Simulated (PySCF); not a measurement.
# TlO: energy against distance

Set-up: Tl aug-cc-pVDZ-PP with ECP60, O aug-cc-pVDZ; scalar-relativistic core potentials (PySCF 2.14). Energies in eV from Tl + O in their ground configurations at the same level. State: ²Π (doublet), unpaired electrons π ↑.

| R (Å) | r²SCAN | UHF-CCSD(T) | revPBE |
| --- | --- | --- | --- |
| 1.906 | -2.534 |  | -2.377 |
| 1.994 | -3.001 | -2.659 | -2.883 |
| 2.083 | -3.253 | -2.912 | -3.176 |
| 2.150 | -3.340 | -3.000 | -3.293 |
| 2.216 | -3.364 | -3.022 | -3.347 |
| 2.283 | -3.340 | -2.997 | -3.351 |
| 2.371 | -3.254 | -2.910 | -3.302 |
| 2.482 | -3.091 | -2.745 | -3.180 |
| 2.615 | -2.852 | -2.500 | -2.986 |
| 2.792 | -2.509 |  | -2.694 |

Problem. Put a parabola through the three lowest points of the r²SCAN curve and estimate Re, k and ωe (reduced mass 14.84 u; 1 eV/Å² = 0.16022 mdyn/Å; ωe = 1302.8·√(k/μ) cm⁻¹).

Solution. Through R = 2.15, 2.216, 2.283 Å the second-order coefficient is 5.43 eV/Å², so Re ≈ 2.216 Å, k ≈ 1.74 mdyn/Å and ωe ≈ 446 cm⁻¹. A polynomial fit of higher order to the unrounded r²SCAN energies gives Re = 2.212 Å, k = 1.75 mdyn/Å, ωe = 448 cm⁻¹; anharmonicity and rounding make the difference.

The higher-order fit for each curve: r²SCAN: Re = 2.212 Å, ωe = 448 cm⁻¹, De = 3.36 eV; UHF-CCSD(T): Re = 2.211 Å, ωe = 450 cm⁻¹, De = 3.02 eV; revPBE: Re = 2.255 Å, ωe = 413 cm⁻¹, De = 3.35 eV.

Correlated steps freeze 5 core orbitals. Correlated levels converge slowly with the basis: in double zeta they bind strong bonds too weakly, by up to about 1 eV, and carry superposition errors of some tenths. Spin–orbit coupling is left out, which matters for elements this heavy, above all for dissociation energies. The state was picked by a PBE0 search and need not be the measured ground state.
